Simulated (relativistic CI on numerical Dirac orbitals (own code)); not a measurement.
**Charge states of xenon**

These numbers are calculated, not measured: Dirac-Coulomb-Breit CI, orbitals from a KLI potential per configuration, QED by a radiative potential, valence Slater integrals scaled by 0.9 (own radial code, finite nucleus).

Each species is treated in one configuration, given outside its closed core. Radial values are for the open shell of highest l, unscaled and averaged over j; ζ includes the Breit term. Labels give the leading LS character, summed over repeated terms.

| Ion | Configuration | Its lowest level | LS weight (%) | ζ (cm⁻¹) | F² (cm⁻¹) | F⁴ (cm⁻¹) | ⟨r⟩ (bohr) | ⟨r²⟩ (bohr²) |
| --- | --- | --- | --- | --- | --- | --- | --- | --- |
| Xe | 4d¹⁰5s²5p⁶ | ¹S0 | 100 |  |  |  |  |  |
| Xe+ | 4d¹⁰5s²5p⁵ | ²P°3/2 | 100 | 7160 |  |  | 2.207 | 5.546 |
| Xe2+ | 4d¹⁰5s²5p⁴ | ³P2 | 90 | 7941 | 50620 |  | 2.111 | 5.033 |
| Xe3+ | 4d¹⁰5s²5p³ | ⁴S°3/2 | 88 | 8744 | 52890 |  | 2.03 | 4.632 |
| Xe4+ | 4d¹⁰5s²5p² | ³P0 | 91 | 9569 | 54930 |  | 1.96 | 4.305 |
| Xe5+ | 4d¹⁰5s²5p | ²P°1/2 | 100 | 10410 |  |  | 1.899 | 4.031 |
| Xe6+ | 4d¹⁰5s² | ¹S0 | 100 |  |  |  |  |  |
| Xe7+ | 4d¹⁰5s | ²S1/2 | 100 |  |  |  | 1.608 | 2.881 |
| Xe8+ | 4d¹⁰ | ¹S0 | 100 |  |  |  |  |  |
| Xe9+ | 4d⁹ | ? | ? | ? | ? | ? | ? | ? |
| Xe10+ | 4d⁸ | ³F4 | 97 | 6874 | 123900 | 83150 | 0.8191 | 0.7711 |
| Xe11+ | 4d⁷ | ⁴F9/2 | 88 | 7172 | 126300 | 84930 | 0.8043 | 0.7421 |
| Xe12+ | 4d⁶ | ⁵D4 | 87 | 7475 | 128600 | 86650 | 0.7902 | 0.7154 |
| Xe13+ | 4d⁵ | ⁶S5/2 | 89 | 7784 | 130800 | 88310 | 0.7769 | 0.6906 |
| Xe14+ | 4d⁴ | ⁵D0 | 69 | 8097 | 133000 | 89930 | 0.7641 | 0.6676 |
| Xe15+ | 4d³ | ⁴F3/2 | 85 | 8416 | 135200 | 91490 | 0.752 | 0.646 |
| Xe16+ | 4d² | ³F2 | 89 | 8740 | 137200 | 93020 | 0.7403 | 0.6258 |
| Xe17+ | 4d | ²D3/2 | 100 | 9069 |  |  | 0.7291 | 0.6067 |
| Xe18+ | 3d¹⁰4s²4p⁶ | ¹S0 | 100 |  |  |  |  |  |
| Xe19+ | 3d¹⁰4s²4p⁵ | ²P°3/2 | 100 | 84430 |  |  | 0.6812 | 0.5236 |
| Xe20+ | 3d¹⁰4s²4p⁴ | ³P2 | 76 | 86630 | 153600 |  | 0.6743 | 0.5131 |
| Xe21+ | 3d¹⁰4s²4p³ | J = 3/2 (mixed) | 42 | 88840 | 155000 |  | 0.6676 | 0.5029 |
| Xe22+ | 3d¹⁰4s²4p² | ³P0 | 78 | 91080 | 156300 |  | 0.6611 | 0.4931 |
| Xe23+ | 3d¹⁰4s²4p | ²P°1/2 | 100 | 93340 |  |  | 0.6547 | 0.4837 |

(1) Fill in the row of Xe9+.

At low charge ζ of a weakly bound d or f electron comes out too small.

## Answers

(1) Its lowest level ²D5/2; LS weight (%) 100; ζ (cm⁻¹) 6581; ⟨r⟩ (bohr) 0.8349; ⟨r²⟩ (bohr²) 0.8028.
